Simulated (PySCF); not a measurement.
# One molecule, several mistakes: BCClH2Si

All numbers below are calculated, not measured. The program is PySCF 2.14.0, an open-source quantum chemistry code, run on an isolated molecule that a program drew, which may never have been made. The molecule is BCClH2Si (charge 0, singlet), drawn as the SMILES string `B=C[Si]Cl`.

Each row is a Hartree-Fock (HF) and frozen-core CCSD(T) single point in the cc-pV(D+d)Z basis, meant for a local HF minimum. Run 1 is clean. Each other run has one planted mistake out of seven kinds, and not every kind appears here: one electron removed, one electron added, multiplicity raised by two, geometry at a saddle point, minimal basis STO-3G, one bond length entered in bohr, all coordinates scaled. The reference is restricted for singlets and unrestricted otherwise, and also for a bond in bohr. Adding or removing an electron swaps singlet and doublet. Electrons count all cores. HOMO and LUMO are orbital energies over both spins, the gradient is its largest component, and the lowest frequency (negative if imaginary) is given only where the gradient is small. Bond lengths are over the 5 bonds as drawn. T1 is the CCSD diagnostic: over 0.02 (restricted) or 0.045 (unrestricted) a single reference is doubtful.

Geometry of the clean run:
```xyz
6
BCClH2Si, angstrom
B    -0.8389    0.2446    1.9255
C    -1.0680   -1.0859    1.6031
Si    0.1955   -1.8114    0.4641
Cl   -0.5654   -3.7851    0.2792
H    -0.5730    1.3679    2.1474
H    -1.9069   -1.6659    1.9754
```

```
run  electrons  basis functions  <S^2>  HOMO (eV)  LUMO (eV)  gradient (hartree/bohr)  lowest frequency (cm^-1)  mean bond (Å)  longest bond (Å)      T1  HF (hartree)  CCSD(T) (hartree)                     mistake
  1         44               84  0.000      -9.04       1.08                  2.3e-05                       105         1.5244             2.123  0.0176    -812.12750         -812.60707                    no fault
  2         44               84  0.000      -8.85       1.30                  2.6e-02                         -         1.4771             2.057  0.0168    -812.12120         -812.59750      all coordinates scaled
  3         44               30  0.000      -6.84       5.06                  4.7e-02                         -         1.5244             2.123  0.0168    -803.06813         -803.24201        minimal basis STO-3G
  4         44               84  2.050      -7.06      -0.12                  2.9e-02                         -         1.5244             2.123  0.0232    -812.06608         -812.52229  multiplicity raised by two
  5         45               84  0.900      -0.57       6.41                  3.6e-02                         -         1.5244             2.123  0.0291    -812.11790         -812.60339                           ?
```

**Which mistake was planted in run 5, and what did it cost?**

It counts 45 electrons, one more than the clean run, at the same geometry and basis. So the mistake is: one electron added. Subtracting run 1 and multiplying by 627.51 kcal/mol a hartree, the energy moved by 6.0 kcal/mol in HF and 2.3 kcal/mol in CCSD(T).

Cautions from the logs. Run 5: the added electron raises the CCSD(T) energy, so it isn't bound in this basis.
